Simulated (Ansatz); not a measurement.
Start from `ClC[SiH2][SeH]` and change one atom or group to get `ClC[SiH2][SbH2]`.

Ansatz, PBE0-D4/def2-TZVP geometries, multiplicity 1. Each molecule was computed in one conformer, which needn't be the lowest.

Elements past krypton have def2 core potentials. Scalar relativity is left out up to krypton.

```json
{"property": "LUMO energy (B3LYP/def2-TZVPP) / eV", "`ClC[SiH2][SeH]`": "-0.44"}
{"property": "LUMO energy (ωB97M-V/def2-TZVPP) / eV", "`ClC[SiH2][SeH]`": "1.56"}
{"property": "HOMO–LUMO gap (PBE0/def2-TZVPP) / eV", "`ClC[SiH2][SeH]`": "7.08"}
{"property": "size of the dipole moment (B3LYP/def2-TZVPP) / D", "`ClC[SiH2][SeH]`": "1.16"}
{"property": "HOMO energy (B3LYP/def2-TZVPP) / eV", "`ClC[SiH2][SeH]`": "-7.00"}
{"property": "LUMO energy (PBE0/def2-TZVPP) / eV", "`ClC[SiH2][SeH]`": "-0.17"}
```

Task: What does the change do to each property? (An estimate is asked.)

Result: The calculation gave: 
| property | `ClC[SiH2][SbH2]` | shift |
| --- | --- | --- |
| LUMO energy (B3LYP/def2-TZVPP) / eV | -0.62 | -0.18 |
| LUMO energy (ωB97M-V/def2-TZVPP) / eV | 1.19 | -0.37 |
| HOMO–LUMO gap (PBE0/def2-TZVPP) / eV | 6.87 | -0.21 |
| size of the dipole moment (B3LYP/def2-TZVPP) / D | 1.49 | 0.33 |
| HOMO energy (B3LYP/def2-TZVPP) / eV | -7.09 | -0.09 |
| LUMO energy (PBE0/def2-TZVPP) / eV | -0.40 | -0.23 |

Dipoles are sizes alone; their direction can turn.

B3LYP here is the variant with VWN-RPA as its local correlation; programs differ in this.

Spin–orbit coupling is left out; it splits and shifts lone-pair levels of the heavy atoms by tenths of an eV.
